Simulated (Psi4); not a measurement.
CH5Si, doublet, geometry from GFN2-xTB; Psi4 with MP2/6-31G*.

Here is a job for Psi4.
```
memory 2 GB

molecule {
0 2
C    -0.00961888    0.08558394   -1.20792711
Si    0.00693370    0.02337297    0.68442733
H    -0.03432110   -0.91899655   -1.62856536
H    -0.87992760    0.61839322   -1.58117006
H     0.87474746    0.58217174   -1.59770913
H    -1.21559465   -0.53605201    1.24797082
H     1.21573735   -0.58624162    1.22505378
}

set {
  basis 6-31g*
  reference uhf
}

energy('mp2')
print_variables()
```

The log (banner, timings and long lists left out):

```
    SCF Algorithm Type (re)set to DF.

   => Loading Basis Set <=

    Name: 6-31G*
    Role: ORBITAL
    Keyword: BASIS

         ---------------------------------------------------------
                                   SCF
               by Justin Turney, Rob Parrish, Andy Simmonett
                          and Daniel G. A. Smith
                              UHF Reference
         ---------------------------------------------------------

  ==> Geometry <==

    Molecular point group: c1
    Full point group: C1

    Geometry (in Angstrom), charge = 0, multiplicity = 2:

       Center              X                  Y                   Z               Mass
    ------------   -----------------  -----------------  -----------------  -----------------
         C           -0.010482805915     0.067065940503    -1.259028014271    12.000000000000
         SI           0.006069774085     0.004854970503     0.633326425729    27.976926534650
         H           -0.035185025915    -0.937514549497    -1.679666264271     1.007825032230
         H           -0.880791525915     0.599875220503    -1.632270964271     1.007825032230
         H            0.873883534085     0.563653740503    -1.648810034271     1.007825032230
         H           -1.216458575915    -0.554570009497     1.196869915729     1.007825032230
         H            1.214873424085    -0.604759619497     1.173952875729     1.007825032230

  Running in c1 symmetry.

  Rotational constants: A =      2.53322  B =      0.38622  C =      0.36601 [cm^-1]
  Rotational constants: A =  75944.16778  B =  11578.62390  C =  10972.60537 [MHz]
  Nuclear repulsion =   55.633675050108202

  Charge       = 0
  Multiplicity = 2
  Electrons    = 25
  Nalpha       = 13
  Nbeta        = 12

  ==> Algorithm <==

  SCF Algorithm Type is DF.
  DIIS enabled.
  MOM disabled.
  Fractional occupation disabled.
  Guess Type is SAD.
  Energy threshold   = 1.00e-08
  Density threshold  = 1.00e-08
  Integral threshold = 1.00e-12

  ==> Primary Basis <==

  Basis Set: 6-31G*
    Blend: 6-31G*
    Number of shells: 24
    Number of basis functions: 44
    Number of Cartesian functions: 44
    Spherical Harmonics?: false
    Max angular momentum: 2

   => Loading Basis Set <=

    Name: (6-31G* AUX)
    Role: JKFIT
    Keyword: DF_BASIS_SCF

  ==> Integral Setup <==

  SCF_SUBTYPE=INCORE selected. In-core MEM_DF algorithm will be used.
  Using in-core AOs.

  ==> MemDFJK: Density-Fitted J/K Matrices <==

    J tasked:                   Yes
    K tasked:                   Yes
    wK tasked:                   No
    Algorithm:                 Core
    Schwarz Cutoff:           1E-12
    Mask sparsity (%):       0.1033
    Fitting Condition:        1E-10

   => Auxiliary Basis Set <=

  Basis Set: (6-31G* AUX)
    Blend: CC-PVDZ-JKFIT
    Number of shells: 105
    Number of basis functions: 336
    Number of Cartesian functions: 336
    Spherical Harmonics?: false
    Max angular momentum: 3

  Minimum eigenvalue in the overlap matrix is 9.4809162171E-03.
  Reciprocal condition number of the overlap matrix is 1.5660891180E-03.
    Using symmetric orthogonalization.

  ==> Pre-Iterations <==

  SCF Guess: Superposition of Atomic Densities via on-the-fly atomic UHF (no occupation information).

   -------------------------
    Irrep   Nso     Nmo
   -------------------------
     A         44      44
   -------------------------
    Total      44      44
   -------------------------

  ==> Iterations <==

                           Total Energy        Delta E     RMS |[F,P]|

   @DF-UHF iter SAD:  -328.95524454661125   -3.28955e+02   0.00000e+00
   @DF-UHF iter   1:  -329.59400973955013   -6.38765e-01   6.29849e-03 DIIS/ADIIS
   @DF-UHF iter   2:  -329.64144683491008   -4.74371e-02   2.66436e-03 DIIS/ADIIS
   @DF-UHF iter   3:  -329.64954334972691   -8.09651e-03   6.25071e-04 DIIS/ADIIS
   @DF-UHF iter   4:  -329.65066922978224   -1.12588e-03   1.28808e-04 DIIS/ADIIS
[...]
[...]
      13A     -0.307293

    Alpha Virtual:

[...]
      44A      4.596251

    Beta Occupied:

[...]
    Beta Virtual:

[...]
    Final Occupation by Irrep:
              A
    DOCC [    12 ]
    SOCC [     1 ]
    NA   [    13 ]
    NB   [    12 ]

  @DF-UHF Final Energy:  -329.65074157459185

   => Energetics <=

    Nuclear Repulsion Energy =             55.6336750501082022
    One-Electron Energy =                -565.3801634824060329
    Two-Electron Energy =                 180.0957468577059899
    Total Energy =                       -329.6507415745918479

  UHF NO Occupations:
  HONO-2 :   11  A 1.9997750
  HONO-1 :   12  A 1.9984865
  HONO-0 :   13  A 1.0000000
  LUNO+0 :   14  A 0.0015135
  LUNO+1 :   15  A 0.0002250
  LUNO+2 :   16  A 0.0002213
  LUNO+3 :   17  A 0.0000692

Computation Completed

Properties will be evaluated at   0.000000,   0.000000,   0.000000 [a0]

Properties computed using the SCF density matrix

 Multipole Moments:

 ------------------------------------------------------------------------------------
     Multipole            Electronic (a.u.)      Nuclear  (a.u.)        Total (a.u.)
 ------------------------------------------------------------------------------------

 L = 1.  Multiply by 2.5417464519 to convert [e a0] to [Debye]
 Dipole X            :          0.0377687           -0.0408146           -0.0030459
 Dipole Y            :          0.8462563           -0.8748487           -0.0285924
 Dipole Z            :          2.1536429           -2.4141678           -0.2605250
 Magnitude           :                                                    0.2621070

 ------------------------------------------------------------------------------------

  //>>>>>>>>>>>>>>>>>>>>>>>>>>>>>>>>>>>//
  //               DFMP2               //
  //<<<<<<<<<<<<<<<<<<<<<<<<<<<<<<<<<<<//

   => Loading Basis Set <=

    Name: (6-31G* AUX)
    Role: RIFIT
    Keyword: DF_BASIS_MP2

	 --------------------------------------------------------
	                          DF-MP2
	      2nd-Order Density-Fitted Moller-Plesset Theory

	        Rob Parrish, Justin Turney, Andy Simmonett,
	           Ed Hohenstein, and C. David Sherrill
	 --------------------------------------------------------

	 --------------------------------------------------------
	                 NBF =    44, NAUX =   202
	 --------------------------------------------------------
	   CLASS    FOCC     OCC    AOCC    AVIR     VIR    FVIR
	   ALPHA       0      13      13      31      31       0
	    BETA       0      12      12      32      32       0
	 --------------------------------------------------------

	-----------------------------------------------------------
	 ==================> DF-MP2 Energies <====================
	-----------------------------------------------------------
	 Reference Energy          =    -329.6507415745918479 [Eh]
	 Singles Energy            =      -0.0000000000000000 [Eh]
	 Same-Spin Energy          =      -0.0446748850477467 [Eh]
	 Opposite-Spin Energy      =      -0.1695778516619112 [Eh]
	 Correlation Energy        =      -0.2142527367096579 [Eh]
	 Total Energy              =    -329.8649943113015297 [Eh]
	-----------------------------------------------------------
	 ================> DF-SCS-MP2 Energies <==================
	-----------------------------------------------------------
	 SCS Same-Spin Scale       =       0.3333333333333333 [-]
	 SCS Opposite-Spin Scale   =       1.2000000000000000 [-]
	 SCS Same-Spin Energy      =      -0.0148916283492489 [Eh]
	 SCS Opposite-Spin Energy  =      -0.2034934219942935 [Eh]
	 SCS Correlation Energy    =      -0.2183850503435424 [Eh]
	 SCS Total Energy          =    -329.8691266249354044 [Eh]
	-----------------------------------------------------------

  Variable Map:
  ----------------------------------------------------------------------------
[...]
  Array Variable Map:
  ----------------------------------------------------------------------------
[...]
[...]
```
